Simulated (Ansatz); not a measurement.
Compare A (`NBCCN`) with its isomer B (`CNBCN`).

Program: Ansatz. Geometries: PBE0-D4/def2-TZVP. ΔE: electronic, gas phase. CCSD(T)/CBS is the MP2 limit (def2-TZVPP, def2-QZVPP) plus CCSD(T) − MP2 in def2-TZVPP, frozen cores. DFT in def2-TZVPP. B3LYP here is the variant with VWN-RPA as its local correlation; programs differ in this. One conformer a species, not always the lowest.

Which is lower in electronic energy at CCSD(T)/CBS, and by how much? (Estimate.)

Ansatz gave: A, by 45.8 kJ/mol.

Give E(B) − E(A) in kJ/mol with r2SCAN-D4, CCSD/def2-TZVPP, MP2/def2-TZVPP, B3LYP-D4, B2PLYP, ωB97M-V, HF/def2-TZVPP. (Best estimate.)

Computed: r2SCAN-D4 45.3, CCSD/def2-TZVPP 45.7, MP2/def2-TZVPP 49.6, B3LYP-D4 41.3, B2PLYP 42.6, ωB97M-V 45.8, HF/def2-TZVPP 42.2. None reverses the order clearly.

Largest T1 diagnostic: 0.011.

In def2-TZVPP, CCSD(T) changes the Hartree–Fock value by +3.7 kJ/mol (the triples alone add +0.2 kJ/mol) and MP2 by +7.4 kJ/mol.
